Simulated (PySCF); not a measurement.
SMILES CCC[CH2][Sn]([Cl])([Cl])[Cl] at its GFN2-xTB optimised geometry (Å):

```
17

C     -3.0637     0.0149    -0.9710
C     -1.7893    -0.1622    -0.1572
C     -0.6130     0.5727    -0.7913
C      0.6577     0.4694     0.0000
Sn     1.5423    -1.6395     0.0000
Cl     0.9228    -2.9613     1.8386
Cl     0.9224    -2.8637    -1.9054
Cl     3.8879    -1.6395     0.0000
H     -3.3329     1.0671    -1.0395
H     -3.8879    -0.5199    -0.5069
H     -2.9285    -0.3723    -1.9781
H     -1.5518    -1.2283    -0.0897
H     -1.9455     0.2093     0.8580
H     -0.4605     0.2091    -1.8106
H     -0.8574     1.6395    -0.8668
H      1.4667     1.0660    -0.4134
H      0.5201     0.6874     1.0555
```

Computed with B3LYP/def2-SVP, def2 effective core potentials past Kr in PySCF. The core electrons that the potentials of Sn replace are not part of the density. Cells within 0.4 Å of a nucleus heavier than hydrogen are left out (blank, or x).

Map of the log10 of the electron density (e/bohr³), floored at −4 on the plane z = 0.0 Å:

```
|0000000000000000000000000000000|
|0000000000000000000000000000000|
|0000000000000000000000000000000|
|0000000000000000000000000000000|
|0000000000000000000000000000000|
|0000000000000000000000000000000|
|0000000000000000000000000000000|
|0000000000000000000000000000000|
|0000000000011211000000000000000|
|0000000100123332222210000000000|
|0000012221234443334332000000000|
|0000123332334554555543100000000|
|0001234444445556667653200000000|
|00012344555666677x7653210000000|
|0012345556777667xx7653222221000|
|0013455667xx7666776644334433100|
|0023566667xx7555666654455554310|
|0023455556777544567765567765420|
|0012344445676544579986677876431|
|000123323456543457xx9767xx76531|
|0000111123444334579x96678x76431|
|0000000012233234567765567765420|
|0000000000111123455554455554320|
|0000000000000123444443344443200|
|0000000000000012333332222221000|
|0000000000000001222221100000000|
|0000000000000000111100000000000|
|0000000000000000000000000000000|
|0000000000000000000000000000000|
|0000000000000000000000000000000|
|0000000000000000000000000000000|
```
Scale: ten equal steps from -4.00 (start of '0') to 0.413 (end of '9'), in the order '0123456789'; x runs from -6.00 to 6.00, y from -6.00 (bottom) to 6.00 (top).
